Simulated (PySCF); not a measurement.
Si(F)(SH)3 (FH3S3Si), SMILES F[Si](S)(S)S.

Geometry: PBE-D3(BJ)/def2-SVP. This is a generated structure with no PubChem entry under its InChIKey; it may be hypothetical. Other conformers were not sampled.

The numbers are results of PBE-D3(BJ)/def2-SVP run with PySCF, not measurements.

Frequencies are harmonic and unscaled.

Modes within 1.5 cm⁻¹ of each other (mostly degenerate sets) share a row, with their intensities summed.

Computed normal modes with their intensities:
```json
[
 {"mode": "1–2", "ν (cm⁻¹)": "102", "IR (km/mol)": "12.8", "moving atoms (share of kinetic energy)": "S 49 %, H 32 %, F 17 %"},
 {"mode": "3–4", "ν (cm⁻¹)": "175", "IR (km/mol)": "8.8", "moving atoms (share of kinetic energy)": "H 57 %, S 36 %"},
 {"mode": "5", "ν (cm⁻¹)": "181", "IR (km/mol)": "0.0", "moving atoms (share of kinetic energy)": "S 50 %, Si 25 %, F 18 %"},
 {"mode": "6–7", "ν (cm⁻¹)": "248", "IR (km/mol)": "37.7", "moving atoms (share of kinetic energy)": "F 45 %, S 33 %, H 16 %"},
 {"mode": "8", "ν (cm⁻¹)": "286", "IR (km/mol)": "33.9", "moving atoms (share of kinetic energy)": "H 92 %"},
 {"mode": "9", "ν (cm⁻¹)": "405", "IR (km/mol)": "1.2", "moving atoms (share of kinetic energy)": "S 73 %, F 12 %, Si 9 %"},
 {"mode": "10–11", "ν (cm⁻¹)": "564", "IR (km/mol)": "247.3", "moving atoms (share of kinetic energy)": "Si 58 %, S 33 %, H 9 %"},
 {"mode": "12", "ν (cm⁻¹)": "685", "IR (km/mol)": "5.2", "moving atoms (share of kinetic energy)": "H 88 %"},
 {"mode": "13–14", "ν (cm⁻¹)": "732", "IR (km/mol)": "47.5", "moving atoms (share of kinetic energy)": "H 83 %, Si 10 %"},
 {"mode": "15", "ν (cm⁻¹)": "870", "IR (km/mol)": "97.3", "moving atoms (share of kinetic energy)": "F 50 %, Si 46 %"},
 {"mode": "16–18", "ν (cm⁻¹)": "2600", "IR (km/mol)": "0.5", "moving atoms (share of kinetic energy)": "H 97 %"}
]
```
